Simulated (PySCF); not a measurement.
Bond curve of CsN

Set-up: basis Cs def2-TZVPP with ECP46, N def2-TZVPP; scalar-relativistic core potentials; PySCF 2.14. Energies in eV from Cs + N in their ground configurations at the same level. State: ³Π (triplet), unpaired electrons σ ↑, π ↑.

All columns are ωB97M-V. A positive dipole means Cs(−)N(+).

```tsv
R (Å)	E (eV)	μ (D)	Mulliken charge on Cs (basis-dependent)	HOMO (eV)	LUMO (eV)	Mayer bond order	⟨S²⟩
2.159	-0.667	-6.30	0.64	-6.32	-0.33	0.67	2.01
2.260	-0.963	-6.92	0.67	-6.04	-0.38	0.60	2.01
2.360	-1.140	-7.53	0.68	-5.78	-0.44	0.56	2.01
2.436	-1.212	-7.98	0.69	-5.61	-0.48	0.54	2.02
2.511	-1.242	-8.42	0.70	-5.44	-0.52	0.53	2.02
2.586	-1.240	-8.86	0.70	-5.29	-0.56	0.52	2.02
2.687	-1.199	-9.42	0.71	-5.09	-0.62	0.52	2.02
2.812	-1.103	-10.11	0.71	-4.87	-0.69	0.52	2.02
2.963	-0.949	-10.90	0.71	-4.62	-0.78	0.52	2.03
3.164	-0.711	-11.91	0.71	-4.33	-0.88	0.52	2.03
```

A fit through these points gives, at Re = 2.543 Å, μ = -8.61 D and dμ/dR = -5.77 D/Å; the reduced mass is 12.67 u.

How strong is the fundamental in the double-harmonic approximation, I = 42.26·(dμ/dR)²/μred km/mol?

I = 42.26·(-5.77)²/12.67 = 111 km/mol at ωB97M-V.

These are scalar-relativistic numbers at best; spin–orbit coupling would shift them, the dissociation energy most. The state was picked by a PBE0 search and need not be the measured ground state.
